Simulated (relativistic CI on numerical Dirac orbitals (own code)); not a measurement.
Radial Dirac CI calculation of Pt2+.

Command:

```sh
python run_levels.py task.json out
```

Input:

```
atom Pt  Z=78  charge=2  electrons=76
nucleus A=195  rms_radius_fm=7.0551
hamiltonian dirac-coulomb  breit=on  qed=on  c_scale=1
orbitals kli  potential=per-configuration
slater_scale 1
correlation none
mixing on
grid step=0.0125 r_max=86.5
scf mixing=0.4 start=green max_iterations=20 tolerance=2e-08 node_fill=0.5
configurations
  [Xe] 4f14 5d8
  [Xe] 4f14 5d7 6s
end
```

Output:

```
SCF 1: [Xe] 4f14 5d8
 iter      energy (Ha)   residual   last orbital (Ha)
    1    -18385.936844   3.74e+00     -3.27367
    2    -18429.895900   8.49e-01     -1.48547
    3    -18431.260217   2.80e-01     -1.08662
    4    -18431.814206   1.65e-01     -1.13484
    5    -18431.658212   2.10e-02     -1.07464
    6    -18431.679974   4.12e-03     -1.09152
    7    -18431.686153   7.21e-03     -1.09000
    8    -18431.678825   2.04e-03     -1.08623
    9    -18431.680432   1.89e-04     -1.08673
   10    -18431.680575   1.36e-05     -1.08679
   11    -18431.680583   1.03e-07     -1.08680
   12    -18431.680583   2.24e-08     -1.08680
   13    -18431.680583   4.39e-10     -1.08680
SCF 2: [Xe] 4f14 5d7 6s
 iter      energy (Ha)   residual   last orbital (Ha)
    1    -18387.694966   3.70e+00     -1.80961
    2    -18429.776833   8.53e-01     -1.13481
    3    -18431.113736   2.80e-01     -0.96344
    4    -18431.647691   1.63e-01     -0.97178
    5    -18431.501813   1.15e-02     -0.94300
    6    -18431.514463   2.69e-03     -0.94486
    7    -18431.518874   5.66e-03     -0.94433
    8    -18431.513667   9.81e-04     -0.94284
    9    -18431.514586   6.36e-05     -0.94291
   10    -18431.514550   2.11e-06     -0.94288
   11    -18431.514549   1.53e-07     -0.94288
   12    -18431.514549   1.12e-07     -0.94288
   13    -18431.514549   2.44e-09     -0.94288
orbital energies (Ha): 4d5/2 -11.7879  4f5/2 -3.4471  4f7/2 -3.3244  5s -4.5918  5p1/2 -3.3287  5p3/2 -2.7991  5d3/2 -1.1386  5d5/2 -1.0868
configuration averages (Ha): Dirac-Coulomb, Breit, QED
  5d8                         -18431.680583   20.617901   14.098612
  5d7 6s                      -18431.514549   20.618809   14.099987
levels: no., configuration, term, J, E (cm-1), weight
   1 5d8                    3F   4                0.0  0.96
   2 5d8                    1D   2             6408.6  0.43
   3 5d8                    3F   3             9782.8  0.99
   4 5d8                    3F   2            15198.6  0.47
   5 5d8                    3P   0            17823.0  0.82
   6 5d8                    3P   1            18776.7  0.86
   7 5d7 6s                 5F   5            19565.7  0.90
   8 5d8                    1G   4            23544.1  0.82
   9 5d8                    1D   2            25588.3  0.48
  10 5d7 6s                 5F   4            26270.3  0.83
  11 5d7 6s                 5F   3            30528.8  0.87
  12 5d7 6s                 5F   2            32852.9  0.82
  13 5d7 6s                 5F   1            34049.1  0.77
  14 5d7 6s                 5P   3            37689.3  0.83
lowest total energy -18397.038419 Ha
end: converged
```

Against the reference input this run has: node fill of the KLI weights 0.5, nuclear radius 7.0551 fm, iteration limit 20. The reference run ends at -18399.126361 Ha with Breit and QED terms. With a changed speed of light or nuclear radius the levels are not those of the real ion, and the QED model is not rescaled.

With so few configurations and no correlation, terms lie too far apart (by 10 to 50 % or more near neutrality), their order can be wrong, and levels of other configurations are missing. Terms and fine structure of an open d or f shell near neutrality can be off by tens of per cent either way.
